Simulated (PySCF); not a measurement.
Ligands exchanged one at a time, Si OH-C2H5. Isolated molecules, 0 K electronic values unless said otherwise. One relaxed conformer stands for each flexible species; it need not be the lowest. Strings in code marks are SMILES.

Method: PBE-D3(BJ)/def2-TZVP // B3LYP-D3(BJ)/def2-SVP (PySCF). All candidates: neutral, multiplicity 1. Excitations are Tamm–Dancoff values on a coarser integration grid. The basis has no diffuse functions, so Rydberg states are missing or too high.

```
Quantity               Result
-------------------  --------
S1 excitation (TDA)   6.06 eV
HOMO–LUMO gap         5.99 eV
HOMO                 -6.19 eV
```

Say which member has these values.
A. `O[Si](O)(O)O`
B. `CC[Si](O)(O)O`
C. `CC[Si](CC)(CC)CC`
D. `CC[Si](O)(CC)CC`

D, `CC[Si](O)(CC)CC`. The others give `CC[Si](O)(O)O`: 6.64 eV, 6.53 eV, -6.89 eV; `O[Si](O)(O)O`: 6.91 eV, 6.82 eV, -7.35 eV; `CC[Si](CC)(CC)CC`: 6.55 eV, 6.52 eV, -6.39 eV
